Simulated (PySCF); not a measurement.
## Stretching PbCl

Set-up: Pb x2c-TZVPPall, Cl x2c-TZVPPall; spin-free X2C with a Gaussian nucleus (PySCF 2.14). Energies in eV from Pb + Cl in their ground configurations at the same level. State: doublet, unpaired electrons π ↑, a mixture of terms (⟨Lz²⟩ = 1.4).

All columns are PBE0. A positive dipole means Pb(−)Cl(+).

```tsv
R (Å)	E (eV)	μ (D)	Mulliken charge on Pb (basis-dependent)	HOMO (eV)	LUMO (eV)	Mayer bond order	⟨S²⟩
2.110	-2.720	-1.21	0.32	-4.27	-2.55	1.12	0.75
2.209	-3.328	-1.87	0.35	-4.43	-2.70	1.08	0.75
2.307	-3.655	-2.52	0.37	-4.59	-2.85	1.04	0.75
2.380	-3.768	-3.01	0.39	-4.70	-2.96	1.02	0.75
2.454	-3.801	-3.48	0.41	-4.82	-3.07	0.99	0.75
2.528	-3.772	-3.94	0.43	-4.93	-3.18	0.97	0.75
2.626	-3.667	-4.55	0.45	-5.07	-3.32	0.94	0.75
2.748	-3.466	-5.27	0.47	-5.25	-3.48	0.90	0.75
2.896	-3.170	-6.10	0.50	-5.44	-3.67	0.86	0.75
3.092	-2.742	-7.13	0.52	-5.68	-3.90	0.82	0.76
```

A fit through these points gives, at Re = 2.453 Å, μ = -3.47 D and dμ/dR = -6.37 D/Å; the reduced mass is 29.94 u.

How strong is the fundamental in the double-harmonic approximation, I = 42.26·(dμ/dR)²/μred km/mol?

I = 42.26·(-6.37)²/29.94 = 57.3 km/mol at PBE0.

These are scalar-relativistic numbers at best; spin–orbit coupling would shift them, the dissociation energy most. The state was picked by a PBE0 search and need not be the measured ground state.
